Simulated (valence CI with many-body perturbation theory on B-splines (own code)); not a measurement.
## Missing levels of Re68+

Level of theory: configuration interaction combined with many-body perturbation theory (CI+MBPT): five valence electrons over a frozen Dirac-Fock core [He], radial functions for each j: 11 s, 11 p, 10 d, 8 f, 5 g, 2 h, with the one-electron correlation potential Σ1, the two-electron term Σ2, the three-electron term Σ3, Breit, model QED; selected CI, second order for the rest, scaled by the run's own slope (own B-spline code, finite nucleus).

The last digits are not significant, and no measured levels were compared; by estimate large intervals hold to a few tenths of a per cent, small ones and those within an open d or f shell to about a per cent. Among the levels kept, up to 7500 cm⁻¹ of a level comes from second order outside the variational space, and about a tenth of that is noise between levels of different J, which matters for small intervals.

| Level | E (eV) |
| --- | --- |
| (2s^2 2p1/2^2 2p3/2) J=3/2 | 0.0 |
| (2s^2 2p1/2 2p3/2^2) J=3/2 | 1477.7 |
| (2s^2 2p1/2 2p3/2^2) J=5/2 | ? |
| (2s^2 2p1/2 2p3/2^2) J=1/2 | 1554.8 |
| (2s 2p1/2^2 2p3/2^2) J=5/2 | 1831.6 |
| (2s 2p1/2^2 2p3/2^2) J=1/2 | 1939.9 |
| (2s 2p1/2^2 2p3/2^2) J=3/2 | 1941.1 |
| (2s^2 2p3/2^3) J=3/2 | 3035.8 |
| (2s 2p1/2 2p3/2^3) J=3/2 [a] | 3337.7 |
| (2s 2p1/2 2p3/2^3) J=5/2 | 3379.2 |
| (2s 2p1/2 2p3/2^3) J=1/2 | ? |
| (2s 2p1/2 2p3/2^3) J=3/2 [b] | 3454.1 |
| (2p1/2^2 2p3/2^3) J=3/2 | ? |
| (2s 2p3/2^4) J=1/2 | 4942.8 |
| (2p1/2 2p3/2^4) J=1/2 | ? |
| (2s^2 2p1/2^2 3s) J=1/2 | 9049.9 |
| (2s^2 2p1/2^2 3p1/2) J=1/2 | 9157.4 |
| (2s^2 2p1/2^2 3p3/2) J=3/2 | ? |
| (2s^2 2p1/2^2 3d3/2) J=3/2 | ? |
| (2s^2 2p1/2^2 3d5/2) J=5/2 | 9826.1 |

Levels are named by their leading jj configuration (3d3/2^4 stands for four electrons in 3d with j = 3/2), which in mixed levels can hold well under half, so a name can repeat and another be missing. Letters in brackets count levels of one name in rising energy.

(1) The levels stand in rising order. What does the calculation give for the missing energies?

## Answers

(1) (2s^2 2p1/2 2p3/2^2) J=5/2 1500.8; (2s 2p1/2 2p3/2^3) J=1/2 3446.2; (2p1/2^2 2p3/2^3) J=3/2 3844.7; (2p1/2 2p3/2^4) J=1/2 5353.1; (2s^2 2p1/2^2 3p3/2) J=3/2 9609.3; (2s^2 2p1/2^2 3d3/2) J=3/2 9701.2.
